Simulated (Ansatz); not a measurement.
A run for Ansatz (a first-principles code): U-CCSD(T)/def2-TZVPP on H2SeZn (SMILES [ZnH][SeH]), a point of a bond scan (R = 2.211 Å). The run froze 23 orbitals, filled d shells among them.

Ansatz 0.2 input:
```yaml
crystal:
  periodic: [false, false, false]
  atoms:
    - {symbol: Zn, position_ang: [-0.70919421, -0.50984122, -0.82879930]}
    - {symbol: H, position_ang: [-1.61369366, -1.16459831, -1.88282235]}
    - {symbol: Se, position_ang: [0.65395606, 0.50525059, 0.74073403]}
    - {symbol: H, position_ang: [0.65554261, -1.33065278, 1.97239949]}
basis:
  gaussian:
    orbitals: def2-TZVPP
correlation: {method: ccsd_t, electrons: outside_noble_gas}
scf: {omitted_lower_state_checks: [cluster_reference]}
magnetization: {spin_polarized: true, initial_magnetization: 0}
```

What total energy does the run end on?

-4179.4263 hartree (reference determinant -4178.7620, T1 diagnostic 0.060). Its determinant has ⟨S²⟩ = 0.61, a mixture of spin states.

How many basis functions does it have, and what does it roughly cost on one machine?

140 functions; very roughly 40 core-seconds.
